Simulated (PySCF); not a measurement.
# C8H7S: g tensor and hyperfine couplings

Species: C8H7S (doublet state).
Numbering: `[CH2:1]=[C:2][c:3]1[cH:4][cH:5][cH:6][c:7]([SH:8])[cH:9]1` (hydrogens: H10, H11 on C1; H12 on C4; H13 on C5; H14 on C6; H15 on S8; H16 on C9)

Cartesian coordinates in Å at the GFN2-xTB level; atoms count from 1:
```
atom  x, y, z in Å
C1    -2.9518   -1.3605   -0.3854
C2    -1.8379   -0.7470   -0.1890
C3    -0.6704   -0.0951    0.0123
C4    -0.6488    1.2460    0.4961
C5     0.5447    1.8921    0.6900
C6     1.7542    1.2611    0.4205
C7     1.7529   -0.0534   -0.0525
S8     3.3235   -0.8083   -0.3792
C9     0.5765   -0.7318   -0.2562
H10   -3.4803   -1.3226   -1.3305
H11   -3.4340   -1.9536    0.3824
H12   -1.5879    1.7350    0.7031
H13    0.5521    2.9082    1.0564
H14    2.6908    1.7726    0.5730
H15    2.8388   -1.9840   -0.7758
H16    0.5699   -1.7498   -0.6176
```

The hyperfine couplings belong to this conformer and change with its torsions.

Level of theory: UKS B3LYP, pcH-1 on C H S, non-relativistic, mean-field spin-orbit, GIAO (PySCF 2.14.0). The structure is a single GFN2-xTB conformer in the gas phase; no vibrational or solvent corrections. A GFN2-xTB geometry isn't a minimum of the functional, and hyperfine couplings can be far from their values at a DFT geometry. The SCF solution wasn't tested for stability. ⟨S²⟩ is 0.784 where a pure state has 0.75.

```
g1, g2, g3                      : 2.00192, 2.00218, 2.00262
g_iso                           : 2.00224
Form of g                       : rhombic: the two nearest values differ by 37 % of g3 − g1
⟨S²⟩                            : 0.7840 (exact 0.7500)
HOMO–LUMO gap, α and β orbitals : 4.47, 3.59 eV
Total energy                    : -707.19245 Eh
Basis functions                 : 305
```

Isotropic coupling and dipolar principal values T1 to T3, in G; ρ(0) is the spin density at the nucleus (MHz turned into gauss with g_iso; 10 G = 1 mT):

| atom | isotope | a_iso | of which spin–orbit | T1 | T2 | T3 | Mulliken spin population | ρ(0) (bohr⁻³) |
| --- | --- | --- | --- | --- | --- | --- | --- | --- |
| C1 | 13C | -16.1 | 0.0 | -3.7 | 0.9 | 2.8 | -0.12 | -0.0402 |
| C2 | 13C | 19.5 | 0.0 | -21.1 | -16.2 | 37.3 | 0.65 | 0.0486 |
| C3 | 13C | -15.5 | 0.0 | -7.0 | 2.9 | 4.1 | -0.18 | -0.0387 |
| C4 | 13C | 10.1 | 0.0 | -7.4 | -7.2 | 14.6 | 0.27 | 0.0253 |
| C5 | 13C | -8.2 | 0.0 | -6.0 | 2.6 | 3.4 | -0.14 | -0.0204 |
| C6 | 13C | 10.0 | 0.0 | -8.9 | -8.3 | 17.2 | 0.32 | 0.0250 |
| C7 | 13C | -9.0 | 0.0 | -6.0 | 2.7 | 3.4 | -0.13 | -0.0224 |
| S8 | 33S | -0.2 | 0.0 | -1.2 | 0.4 | 0.8 | -0.01 | -0.0022 |
| C9 | 13C | 10.1 | 0.0 | -7.3 | -7.1 | 14.5 | 0.27 | 0.0252 |
| H10 | 1H | 44.9 | 0.0 | -1.2 | -0.9 | 2.1 | 0.06 | 0.0281 |
| H11 | 1H | 44.8 | 0.0 | -1.2 | -0.9 | 2.1 | 0.06 | 0.0281 |
| H12 | 1H | -6.3 | 0.0 | -2.6 | -0.8 | 3.4 | -0.01 | -0.0039 |
| H13 | 1H | 2.5 | 0.0 | -0.9 | -0.4 | 1.3 | 0.01 | 0.0016 |
| H14 | 1H | -7.3 | 0.0 | -4.4 | 0.0 | 4.4 | -0.01 | -0.0046 |
| H15 | 1H | -0.1 | 0.0 | -0.5 | -0.4 | 0.9 | 0.00 | 0.0000 |
| H16 | 1H | -6.1 | 0.0 | -2.5 | -0.8 | 3.3 | -0.01 | -0.0039 |

Largest spin populations (Mulliken): C2 (+0.65), C6 (+0.32), C4 (+0.27) and C9 (+0.27). Four atoms exceed +0.15.

Axes: g1 points within 14° of the C2–C3 bond.

Under fast tumbling the dipolar parts average out, and these isotropic splittings remain: 2 × 1H (H10/H11, I = 1/2, 3 lines) with 4.48 mT, 1 × 1H (H14, I = 1/2, 2 lines) with 0.73 mT, 1 × 1H (H12, I = 1/2, 2 lines) with 0.63 mT, 1 × 1H (H16, I = 1/2, 2 lines) with 0.61 mT and 1 × 1H (H13, I = 1/2, 2 lines) with 0.25 mT.

Class means assume fast exchange of nuclei equivalent by connectivity; if that motion is slow, each nucleus keeps its own coupling.

The 13C coupling of C2 (54.5 MHz) shows only in satellite lines or after enrichment, since that isotope makes up about 1.07 % of natural carbon.

On an Arm Neoverse V2 with one thread, no GPU (shared host), this took 1.7 min (grids of density and orbitals included) and 0.98 GiB of memory at its peak.
